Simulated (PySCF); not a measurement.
H4Si2, neutral, multiplicity 1.

```xyz
6

Si    -0.0590     1.0293     0.8213
H     -0.3210     1.8608    -0.4321
Si     0.0721    -0.8837    -0.5918
H      0.9707    -0.6748    -1.7638
H     -1.3177    -1.0848    -1.1083
H      0.4848    -2.1403     0.0913
```
Charge 0, spin multiplicity 1.

Geometry: PBE0-D3(BJ)/def2-TZVP. The isomer is the one that the SMILES or the coordinates give; other isomers of the formula were not compared.

Method: PySCF with B3LYP/pcSseg-2. Non-relativistic, no solvent.

Computed absolute GIAO shielding of each atom: isotropic value and principal components (ppm):
```
atom  σ(iso)      σ11     σ22    σ33    span
----  ------  -------  ------  -----  ------
Si1   -804.1  -2524.0  -435.9  547.8  3071.8
H2      11.6    -13.3    21.4   26.6    39.9
Si3    407.3    378.5   394.2  449.3    70.9
H4      27.3     23.9    26.6   31.3     7.4
H5      27.8     24.2    27.6   31.7     7.5
H6      27.0     25.1    25.8   30.0     4.9
```
